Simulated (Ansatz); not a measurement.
The same path of CH₈BNO₂Si (14 atoms, charge 0, multiplicity 1) was run 3 times with different band settings. The coordinate that changes most is the dihedral H7–O1–B2–N3.

The calculation used Ansatz, RKS PBE0-D4/def2-SVP.

Relaxed end points:

```xyz
14
Properties=species:S:1:pos:R:3
O 0.531 -2.568 1.043
B 0.102 -1.709 0.075
N 0.885 -0.571 -0.208
C 0.595 0.436 -1.177
O 0.269 1.680 -0.613
Si -0.839 1.851 0.628
H -0.068 -3.307 1.171
H -0.922 -1.893 -0.550
H 1.738 -0.424 0.324
H 1.463 0.616 -1.833
H -0.236 0.067 -1.806
H -0.293 1.429 1.954
H -1.158 3.304 0.675
H -2.080 1.061 0.346
```

```xyz
14
Properties=species:S:1:pos:R:3
O 0.096 -2.762 0.883
B -0.102 -1.769 -0.025
N 0.784 -0.681 -0.211
C 0.599 0.389 -1.143
O 0.340 1.623 -0.529
Si -0.842 1.837 0.635
H 0.896 -2.667 1.410
H -1.097 -1.835 -0.709
H 1.623 -0.589 0.355
H 1.502 0.537 -1.758
H -0.230 0.104 -1.815
H -0.433 1.295 1.967
H -1.029 3.309 0.747
H -2.120 1.179 0.221
```

Common settings: optimiser quadratic models (default); start path through a guess of the saddle point; force threshold 0.05 eV/Å; end points relaxed.

| run | movable images | climbing image | spring | iteration limit |
| --- | --- | --- | --- | --- |
| 1 | 9 | yes | 5.0 eV/Å² | 32 |
| 2 | 8 | no | 5.0 eV/Å² | 32 |
| 3 | 9 | yes | 0.5 eV/Å² | 28 |

Task: What does each run give, and how far can it be trusted?

Result: Run 1: converged after 23 iterations, highest image 0.421 eV above the first end. A vibrational analysis at the climbing image gives one clearly imaginary mode, 581i cm⁻¹: a first-order saddle point.
Run 2: converged after 20 iterations, highest image 0.412 eV above the first end. No image climbed, so the highest image needn't sit at the top of the path.
Run 3: converged after 24 iterations, highest image 0.420 eV above the first end. Another band between the same ends (9 images) ends at a top of the same energy, where a vibrational analysis finds 1 clearly imaginary mode.
